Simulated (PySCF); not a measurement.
PySCF input for Si(H)(SeH)3 (H₄Se₃Si), SMILES [SeH][SiH]([SeH])[SeH], TDA-PBE/def2-SVPD. The structure is a stationary point at B3LYP-D3(BJ)/def2-SVP. Other conformers were not sampled.

```python
import numpy as np
from pyscf import gto, scf, dft, tdscf

mol = gto.M(
    atom='''
    Si    0.03407208    0.62967643   -0.15747770
    Se   -0.63765892   -0.55096518   -2.00965814
    Se   -1.39161120    0.55252565    1.63647397
    Se    2.02719414   -0.29858314    0.49754974
    H     0.12692934    2.08025600   -0.47306502
    H    -1.71693962    0.40694570   -2.33103356
    H    -1.40672398   -0.92343681    1.64990567
    H     2.59030889   -0.28046397   -0.86954884
    ''',
    basis='def2-SVPD',
    charge=0,
    spin=0,
    max_memory=1600,
    verbose=4,
)
mf = dft.RKS(mol, xc='pbe').density_fit(auxbasis='def2-universal-jkfit')
mf.grids.level = 3
mf.conv_tol = 1e-9
mf.max_cycle = 100
mf.kernel()
mf.grids = dft.Grids(mol).set(level=1).build(with_non0tab=True)  # coarser grid for the response kernel
td = tdscf.TDA(mf)
td.singlet = True
td.nstates = 10
td.conv_tol = 1e-4
td.positive_eig_threshold = 1e-6
td.kernel(x0=td.get_init_guess(mf, 15))
td.analyze()
tt = tdscf.TDA(mf)
tt.singlet = False
tt.nstates = 4
tt.conv_tol = 1e-4
tt.positive_eig_threshold = 1e-6
tt.kernel(x0=tt.get_init_guess(mf, 9))
tt.analyze(verbose=3)
```

Log of the run:

```
PySCF version 2.14.0

[INPUT] verbose = 4
[INPUT] num. atoms = 8
[INPUT] num. electrons = 120
[INPUT] charge = 0
[INPUT] spin (= nelec alpha-beta = 2S) = 0
[INPUT] symmetry False subgroup None
[INPUT] Mole.unit = angstrom
[INPUT] Symbol           X                Y                Z      unit          X                Y                Z       unit  Magmom
[INPUT]  1 Si     0.034072080000   0.629676430000  -0.157477700000 AA    0.064386899694   1.189915999794  -0.297589723726 Bohr   0.0
[INPUT]  2 Se    -0.637658920000  -0.550965180000  -2.009658140000 AA   -1.205000719686  -1.041173294372  -3.797703488603 Bohr   0.0
[INPUT]  3 Se    -1.391611200000   0.552525650000   1.636473970000 AA   -2.629764039877   1.044122155297   3.092487613280 Bohr   0.0
[INPUT]  4 Se     2.027194140000  -0.298583140000   0.497549740000 AA    3.830841725923  -0.564240360013   0.940232741949 Bohr   0.0
[INPUT]  5 H      0.126929340000   2.080256000000  -0.473065020000 AA    0.239861689772   3.931114108983  -0.893963326912 Bohr   0.0
[INPUT]  6 H     -1.716939620000   0.406945700000  -2.331033560000 AA   -3.244545654215   0.769015920569  -4.405015015570 Bohr   0.0
[INPUT]  7 H     -1.406723980000  -0.923436810000   1.649905670000 AA   -2.658323055058  -1.745042664242   3.117869847667 Bohr   0.0
[INPUT]  8 H      2.590308890000  -0.280463970000  -0.869548840000 AA    4.894974380126  -0.530000091108  -1.643209159533 Bohr   0.0

nuclear repulsion = 913.437637765161
number of shells = 71
number of NR pGTOs = 331
number of NR cGTOs = 179
basis = def2-SVPD
ecp = {}


******** <class 'pyscf.df.df_jk.DFRKS'> ********
method = DFRKS
initial guess = minao
damping factor = 0
level_shift factor = 0
DIIS = <class 'pyscf.scf.diis.CDIIS'>
diis_start_cycle = 1
diis_space = 8
diis_damp = 0
SCF conv_tol = 1e-09
SCF conv_tol_grad = None
SCF max_cycles = 100
direct_scf = False
XC library pyscf.dft.libxc version 7.1.2
    S. Lehtola, C. Steigemann, M. J. T. Oliveira, and M. A. L. Marques,  SoftwareX 7, 1–5 (2018)
XC functionals = pbe
    J. P. Perdew, K. Burke, and M. Ernzerhof,  Phys. Rev. Lett. 77, 3865 (1996)
    J. P. Perdew, K. Burke, and M. Ernzerhof,  Phys. Rev. Lett. 78, 1396 (1997)
    J. P. Perdew, K. Burke, and M. Ernzerhof,  Phys. Rev. Lett. 77, 3865 (1996)
    J. P. Perdew, K. Burke, and M. Ernzerhof,  Phys. Rev. Lett. 78, 1396 (1997)
radial grids:
    Treutler-Ahlrichs [JCP 102, 346 (1995); DOI:10.1063/1.469408] (M4) radial grids

becke partition: Becke, JCP 88, 2547 (1988); DOI:10.1063/1.454033
pruning grids: <function nwchem_prune>
grids dens level: 3
symmetrized grids: False
atomic radii adjust function: <function treutler_atomic_radii_adjust>
small_rho_cutoff = 0
Set gradient conv threshold to 3.16228e-05
Initial guess from minao.
tot grids = 119688
init E= -7492.01227365128
  HOMO = -0.263520843267513  LUMO = -0.0904136274379135  gap/eV = 4.71049
cycle= 1 E= -7494.4207935132  delta_E= -2.41  |g|= 0.38  |ddm|= 3.75
  HOMO = -0.200972496826013  LUMO = -0.0650909266787805  gap/eV = 3.69753
cycle= 2 E= -7494.40954713171  delta_E= 0.0112  |g|= 0.339  |ddm|= 1.08
  HOMO = -0.217228576062508  LUMO = -0.0640652793274818  gap/eV = 4.16779
cycle= 3 E= -7494.4366910093  delta_E= -0.0271  |g|= 0.183  |ddm|= 0.826
  HOMO = -0.220564435313706  LUMO = -0.0701191606274181  gap/eV = 4.09382
cycle= 4 E= -7494.44717341786  delta_E= -0.0105  |g|= 0.0158  |ddm|= 0.297
  HOMO = -0.219874445899122  LUMO = -0.0693259006490816  gap/eV = 4.09663
cycle= 5 E= -7494.44725299311  delta_E= -7.96e-05  |g|= 0.00667  |ddm|= 0.0385
  HOMO = -0.220394565068518  LUMO = -0.0698647750323453  gap/eV = 4.09612
cycle= 6 E= -7494.44726842453  delta_E= -1.54e-05  |g|= 0.00137  |ddm|= 0.0124
  HOMO = -0.220374550039731  LUMO = -0.0697959880896999  gap/eV = 4.09745
cycle= 7 E= -7494.44726895983  delta_E= -5.35e-07  |g|= 0.000397  |ddm|= 0.00258
  HOMO = -0.220339745434138  LUMO = -0.069777579917075  gap/eV = 4.09701
cycle= 8 E= -7494.44726900475  delta_E= -4.49e-08  |g|= 0.000101  |ddm|= 0.000824
  HOMO = -0.220348410802136  LUMO = -0.0697809115284644  gap/eV = 4.09715
cycle= 9 E= -7494.44726900755  delta_E= -2.79e-09  |g|= 2.34e-05  |ddm|= 0.000189
  HOMO = -0.220347724075696  LUMO = -0.0697810290267462  gap/eV = 4.09713
cycle= 10 E= -7494.44726900771  delta_E= -1.67e-10  |g|= 9.43e-06  |ddm|= 6.35e-05
  HOMO = -0.220348031667894  LUMO = -0.0697814269584591  gap/eV = 4.09713
Extra cycle  E= -7494.44726900764  delta_E= 7.46e-11  |g|= 1.64e-05  |ddm|= 4.41e-05
converged SCF energy = -7494.44726900764
tot grids = 38296
Overwritten attributes  positive_eig_threshold  of <class 'pyscf.tdscf.rks.TDA'>


******** <class 'pyscf.tdscf.rks.TDA'> for <class 'pyscf.df.df_jk.DFRKS'> ********
nstates = 10 singlet
deg_eia_thresh = 1.000e-03
wfnsym = None
conv_tol = 0.0001
eigh lindep = 1e-12
eigh level_shift = 0
eigh max_cycle = 100


Excitation energies (eV)
[4.23361858 4.403712   4.602802   4.8130329  4.89134872 5.05196802
 5.1090999  5.16333414 5.25182887 5.26932203]

** Singlet excitation energies and oscillator strengths **
Excited State   1:      4.23362 eV    292.86 nm  f=0.0077
      60 -> 61       -0.69288
Excited State   2:      4.40371 eV    281.54 nm  f=0.0031
      59 -> 61       -0.69171
Excited State   3:      4.60280 eV    269.37 nm  f=0.0014
      58 -> 61       -0.69595
Excited State   4:      4.81303 eV    257.60 nm  f=0.0193
      60 -> 62       -0.68356
Excited State   5:      4.89135 eV    253.48 nm  f=0.0144
      60 -> 63        0.68129
Excited State   6:      5.05197 eV    245.42 nm  f=0.0051
      59 -> 62        0.54378
      59 -> 63       -0.42321
Excited State   7:      5.10910 eV    242.67 nm  f=0.0405
      59 -> 62        0.40575
      59 -> 63        0.55212
Excited State   8:      5.16333 eV    240.12 nm  f=0.0060
      58 -> 62       -0.41958
      58 -> 63       -0.22216
      60 -> 64        0.47397
      60 -> 65       -0.19395
Excited State   9:      5.25183 eV    236.08 nm  f=0.0138
      58 -> 62       -0.31255
      58 -> 63        0.31239
      60 -> 65        0.50742
Excited State  10:      5.26932 eV    235.29 nm  f=0.0054
      58 -> 62       -0.16471
      58 -> 63        0.52878
      59 -> 64        0.14598
      60 -> 65       -0.37890

** Transition electric dipole moments (AU) **
state          X           Y           Z        Dip. S.      Osc.
  1         0.0519      0.0076     -0.2671      0.0741      0.0077
  2        -0.1314     -0.0454     -0.0983      0.0290      0.0031
  3        -0.1016     -0.0450      0.0010      0.0123      0.0014
  4        -0.1481      0.0352     -0.3750      0.1638      0.0193
  5         0.0101     -0.0786     -0.3378      0.1204      0.0144
  6         0.1951     -0.0100      0.0530      0.0410      0.0051
  7         0.4017      0.2958      0.2740      0.3239      0.0405
  8        -0.0613      0.1460     -0.1485      0.0472      0.0060
  9        -0.2513     -0.0265     -0.2075      0.1069      0.0138
 10        -0.0360      0.0997      0.1758      0.0421      0.0054

** Transition velocity dipole moments (imaginary part, AU) **
state          X           Y           Z        Dip. S.      Osc.
  1         0.0057      0.0135     -0.0058      0.0002      0.0011
  2        -0.0097     -0.0119     -0.0079      0.0003      0.0012
  3        -0.0096     -0.0095      0.0096      0.0003      0.0011
  4        -0.0112      0.0163     -0.0620      0.0042      0.0160
  5        -0.0105     -0.0104     -0.0259      0.0009      0.0033
  6         0.0294      0.0202      0.0075      0.0013      0.0048
  7         0.0425      0.0621      0.0349      0.0069      0.0244
  8        -0.0124      0.0210     -0.0250      0.0012      0.0043
  9        -0.0474     -0.0030     -0.0478      0.0045      0.0157
 10         0.0067      0.0120      0.0169      0.0005      0.0016

** Transition magnetic dipole moments (imaginary part, AU) **
state          X           Y           Z
  1         0.0933     -0.7046     -0.0505
  2         0.1659      0.0667     -0.4769
  3        -0.1091     -0.2503      0.0151
  4        -0.0161      0.6117     -0.0796
  5         0.3364      0.1508     -0.0228
  6        -0.0326     -0.1280     -0.1943
  7         0.2581      0.0403     -0.5630
  8         0.0981      0.3725     -0.0112
  9         0.0206      0.2289      0.0972
 10         0.0489      0.4904     -0.0991


******** <class 'pyscf.tdscf.rks.TDA'> for <class 'pyscf.df.df_jk.DFRKS'> ********
nstates = 4 triplet
deg_eia_thresh = 1.000e-03
wfnsym = None
conv_tol = 0.0001
eigh lindep = 1e-12
eigh level_shift = 0
eigh max_cycle = 100


Excitation energies (eV)
[3.93665327 4.1613559  4.36491421 4.63644952]

** Triplet excitation energies and oscillator strengths **
Excited State   1:      3.93665 eV    314.95 nm  f=0.0000
Excited State   2:      4.16136 eV    297.94 nm  f=0.0000
Excited State   3:      4.36491 eV    284.05 nm  f=0.0000
Excited State   4:      4.63645 eV    267.41 nm  f=0.0000
```

Self-consistency was reached.

Cost: about 60 core-seconds (a rough figure).
